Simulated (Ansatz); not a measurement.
Gas-phase electronic energies from Ansatz, PBE0-D4/def2-TZVP geometries. CBS: MP2 limit from def2 TZ/QZ plus the TZ coupled-cluster correction, frozen cores. DFT in def2-TZVPP. One conformer a species, not always the lowest.

Reaction (isomerisation): `B[SiH](O)C=O` → `O=C[SiH2]BO`

`B[SiH](O)C=O`:

Cartesian coordinates in Å:
```
B -0.808 -0.060 -1.691
Si 0.062 -0.565 0.036
O -0.941 -1.083 1.228
C 0.980 0.937 0.833
O 0.702 1.230 1.972
H -1.967 -0.233 -1.916
H -0.136 0.438 -2.547
H 1.141 -1.556 -0.270
H -0.790 -0.629 2.064
H 1.758 1.521 0.291
```

`O=C[SiH2]BO`:

Z-matrix (Å, degrees):
```
Si
C 1 1.934
B 1 2.040 2 104.9
H 1 1.491 2 106.3 3 -123.0
H 1 1.491 2 106.3 3 123.0
O 2 1.215 1 120.4 3 0.0
H 2 1.113 1 121.7 3 180.0
O 3 1.340 1 118.0 2 0.0
H 3 1.200 1 124.1 2 180.0
H 8 0.976 3 112.4 1 -0.0
```

```csv
level,ΔE (eV)
PBE-D4,-0.83
r2SCAN-D4,-0.72
MP2/def2-TZVPP,-0.74
MP2/CBS(def2),-0.70
```

What does CCSD(T)/CBS give? (Estimate.)

Ansatz gave: -0.72 eV. The listed levels differ from it by -0.11, 0.00, -0.02, 0.02 eV.

Largest T1 diagnostic among the species: 0.017.

From PBE to PBE0 (25 % exact exchange), in def2-TZVPP and without D4, ΔE moves by +0.04 eV. In def2-TZVPP, CCSD(T) changes the Hartree–Fock value by −0.24 eV (the triples alone add −0.05 eV) and MP2 by −0.22 eV.
